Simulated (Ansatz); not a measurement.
```yaml
atoms:
  - { symbol: C, position_ang: [0.0000, 0.0000, 0.0000] }
  - { symbol: C, position_ang: [0.0000, 0.8556, 1.2684] }
  - { symbol: C, position_ang: [0.0000, 0.0000, 2.5368] }
  - { symbol: C, position_ang: [0.0000, 0.8556, 3.8053] }
  - { symbol: H, position_ang: [0.0000, 0.6484, -0.8762] }
  - { symbol: H, position_ang: [0.8898, -0.6294, -0.0144] }
  - { symbol: H, position_ang: [-0.8898, -0.6294, -0.0144] }
  - { symbol: H, position_ang: [-0.8818, 1.4963, 1.2684] }
  - { symbol: H, position_ang: [0.8818, 1.4963, 1.2684] }
  - { symbol: H, position_ang: [0.8818, -0.6407, 2.5368] }
  - { symbol: H, position_ang: [-0.8818, -0.6407, 2.5368] }
  - { symbol: H, position_ang: [0.0000, 0.2072, 4.6815] }
  - { symbol: H, position_ang: [0.8898, 1.4849, 3.8197] }
  - { symbol: H, position_ang: [-0.8898, 1.4849, 3.8197] }
```

Basis set: cc-pVDZ (spherical functions). Correlated methods keep 4 orbitals frozen. Charge 0, multiplicity 1.

Computed with Ansatz (development build ahead of 0.2.0); each method stands on the lowest determinant of its kind that the runs found. Restricted open shells among the atoms or ions are ROHF, correlated in semicanonical orbitals with singles.

The atomization energy at this shape (free ground-state atoms in the same class of orbitals less the molecule, no zero-point energy) of singlet C4H10:

```json
{"method": "RHF-MP2", "atomization energy": "1225.03 kcal/mol"}
```

(1) What does RHF give?

Results:

(1) 995.43 kcal/mol.
